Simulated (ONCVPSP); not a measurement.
What one change does to a pseudopotential (Mn (Z = 25), ONCV)

* Element: Mn
* Generator: ONCVPSP 4.0.1
* Type: optimised norm-conserving Vanderbilt (ONCV)
* Functional: PBE
* Relativity: scalar-relativistic
* Frozen core: [Ne]
* Valence charge: 15
* Reference configuration: 3s2 3p6 3d5 4s1.5 (charge +0.5)
* Partial waves: 3s+4s: rc 1.25 bohr, ncon 5, nbas 10, qcut 10.1 1/bohr, 2 projectors; 3p: rc 1.35 bohr, ncon 4, nbas 7, qcut 10.4 1/bohr, 2 projectors, debl 1.5 Ha; 3d: rc 1.65 bohr, ncon 4, nbas 9, qcut 7.5 1/bohr, 2 projectors, debl 1 Ha
* Local potential: polynomial inside 1.05 bohr (lpopt 5, dvloc0 0 Ha)
* Core correction: Teter function, fcfact 5, rcfact 1.75

In the p channel the program set the typed energies aside and used -2.151, 0.250 Ha.

All-electron outer shells of the reference configuration (PBE, scalar-relativistic, ld1.x):

```json
{"shell": "2p", "level (eV)": "-634.06", "outermost node (bohr)": "–", "outermost maximum (bohr)": "0.19"}
{"shell": "3s", "level (eV)": "-89.80", "outermost node (bohr)": "0.34", "outermost maximum (bohr)": "0.74"}
{"shell": "3p", "level (eV)": "-58.52", "outermost node (bohr)": "0.31", "outermost maximum (bohr)": "0.75"}
{"shell": "3d", "level (eV)": "-10.66", "outermost node (bohr)": "–", "outermost maximum (bohr)": "0.76"}
{"shell": "4s", "level (eV)": "-8.38", "outermost node (bohr)": "1.05", "outermost maximum (bohr)": "2.44"}
```

Change: d: qcut 10.

Cutoffs: the cutoffs (Ha) at which the residual kinetic energy of the hardest occupied pseudo-wave falls to 1 and 0.1 mHa per electron; they do not see the model core or the augmentation charge, which bear on the density cutoff. Errors are all-electron minus pseudo energies relative to the spin-unpolarised reference configuration.

Q: How do hardness, ghosts and transferability respond?

A: The potential gets softer (39 Ha and 103 Ha → 39 Ha and 45 Ha); of the 4 tests that both files solve, the error grows in 0 and shrinks in 2 by more than 15 % and 0.3 meV (median size 2.1 → 1.2 meV); neither file shows a bound ghost.

```csv
quantity,base,changed
"cutoff, loose",39 Ha,39 Ha
"cutoff, tight",103 Ha,45 Ha
loose cutoff by channel,"s 39 Ha, p 31 Ha, d 28 Ha","s 39 Ha, p 31 Ha, d 37 Ha"
bound ghosts,none,none
GHOST(+) flags under 300 eV,none,none
"error for 3s2 3p6 3d5 4s2, meV [ΔE -3.36 eV]",+0.7,+0.5
"error for 3s2 3p6 3d5 4s1, meV [ΔE 5.06 eV]",+0.2,0.0
"error for 3s2 3p6 3d5 4s0, meV [ΔE 20.65 eV]",+3.6,+2.0
"error for 3s2 3p6 3d4 4s2 4p1, meV [ΔE 4.44 eV]",+117,+65
s: phases at 1.27 bohr within 0.05 rad from the reference energy up to (Ha; the scan ends near 5),to the end of the scan,to the end of the scan
p: phases at 1.37 bohr within 0.05 rad from the reference energy up to (Ha; the scan ends near 5),to the end of the scan,to the end of the scan
d: phases at 1.68 bohr within 0.05 rad from the reference energy up to (Ha; the scan ends near 5),to the end of the scan,to the end of the scan
"rms error of d²Exc/dni dnj with the model core, mHa",3.19,3.08
```
